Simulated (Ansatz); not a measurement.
Reactions of C$_{3}$H$_{4}$AlF, SMILES `C#[C][Al]([CH3])[F]`.

Computed with Ansatz on PBE0-D4/def2-TZVP structures; ΔE is electronic, products minus reactants. CCSD(T)/CBS is the MP2 limit (def2-TZVPP, def2-QZVPP) plus CCSD(T) − MP2 in def2-TZVPP, frozen cores. This one scheme is used for every species, atoms too. Open shells (•) are unrestricted, without spin–orbit coupling. Spin–orbit coupling would lower the free atoms: a little for F. For Ge outer-core shells are correlated without core-valence functions, so the limit isn't a true one: a few kJ/mol of doubt a bond, and 10 to 20 or more in all where bonds break to atoms. Scalar relativity is left out up to krypton. Each species was taken in one conformer, which may not be the lowest.

Question: Order these by ΔE at CCSD(T)/CBS, lowest first. (An estimate is asked.)
A. `C#[C][Al]([CH3])[F]` + CH₃NH₂ → `C#[C][Al]([CH3])[NH]C` + H–F
B. `C#[C][Al]([CH3])[F]` + `O[Si](O)(Cl)Cl` → `CO[Si](O)(Cl)Cl` + `C#[C][AlH][F]`
C. `C#[C][Al]([CH3])[F]` + H₂ → `C#[C][AlH][CH3]` + H–F
D. `C#[C][Al]([CH3])[F]` + H₂O → `[CH3][Al]([OH])[F]` + acetylene
E. `C#[C][Al]([CH3])[F]` → `C#[C][Al][CH3]`• + F•
F. `C#[C][Al]([CH3])[F]` + `[OH][GeH3]` → `[CH3][Al]([F])[O][GeH3]` + acetylene
G. `C#[C][Al]([CH3])[F]` + H₂S → `[CH3][Al]([F])[SH]` + acetylene
H. `C#[C][Al]([CH3])[F]` → `C=[C]1[AlH][CH]1F`

Answer: F (-0.98 eV), D (-0.79 eV), G (-0.55 eV), A (+0.95 eV), B (+1.05 eV), C (+1.80 eV), H (+4.37 eV), E (+7.10 eV).

Largest T1 diagnostic: 0.015, for `C#[C][Al][CH3]`•.
